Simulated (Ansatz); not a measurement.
The cluster Sn4Se4, relaxed as a quintet with UKS PBE-D4/def2-SVP in Ansatz, starting from the PBE-D4/def2-SVP geometry of the neutral singlet. Force threshold 0.03 eV/Å.

In the def2 sets Sn takes a core potential; there is no spin–orbit coupling. The relaxation made no stability test and no search for a lower SCF solution. At PBE-D4/def2-SVP a singlet of charge 0 lies 3.94 eV below the quintet, each at its own geometry. The structure comes from a short search, and lower isomers may exist.

Start:

Cartesian coordinates in Å:
```
Sn -1.518 1.683 -0.647
Sn -0.444 -1.969 -1.216
Sn 2.201 0.716 -0.442
Sn -0.238 -0.429 2.305
Se -2.292 -0.746 0.460
Se 1.581 -1.752 0.674
Se 0.248 0.447 -2.400
Se 0.463 2.050 1.266
```

```json
{"step": "1", "energy (eV)": "-284661.0084", "largest force component (eV/Å)": "0.697", "SCF passes": "79"}
{"step": "2", "energy (eV)": "-284661.2446", "largest force component (eV/Å)": "0.353", "SCF passes": "53"}
{"step": "3", "energy (eV)": "-284661.3985", "largest force component (eV/Å)": "0.375", "SCF passes": "45"}
{"step": "4", "energy (eV)": "-284661.5053", "largest force component (eV/Å)": "0.682", "SCF passes": "34"}
{"step": "5", "energy (eV)": "-284661.5980", "largest force component (eV/Å)": "0.406", "SCF passes": "31"}
{"step": "6", "energy (eV)": "-284661.6913", "largest force component (eV/Å)": "0.233", "SCF passes": "29"}
{"step": "7", "energy (eV)": "-284661.7456", "largest force component (eV/Å)": "0.252", "SCF passes": "29"}
{"step": "8", "energy (eV)": "-284661.7494", "largest force component (eV/Å)": "0.262", "SCF passes": "33"}
{"step": "9", "energy (eV)": "-284661.8059", "largest force component (eV/Å)": "0.066", "SCF passes": "29"}
{"step": "10", "energy (eV)": "-284661.8081", "largest force component (eV/Å)": "0.016", "SCF passes": "24"}
```

Force components are those of the run's own axes.

End:

Cartesian coordinates in Å:
```
Sn -1.380 2.074 -0.363
Sn -0.099 -2.294 -1.047
Sn 2.198 0.794 -0.940
Sn -0.719 -0.575 2.350
Se -2.166 -0.646 0.068
Se 1.594 -1.363 0.845
Se -0.131 0.316 -2.236
Se 0.704 1.694 1.323
```

By distances, no bond broke or formed. The bond that changes most is Sn4–Se6, from 2.78 to 2.87 Å (atoms count from 1).

No frequencies were taken in this run, so the end may be a saddle point.

Run time 2.1 min (4 threads of Arm Neoverse V1 on a shared host), peak host memory 0.71 GiB.
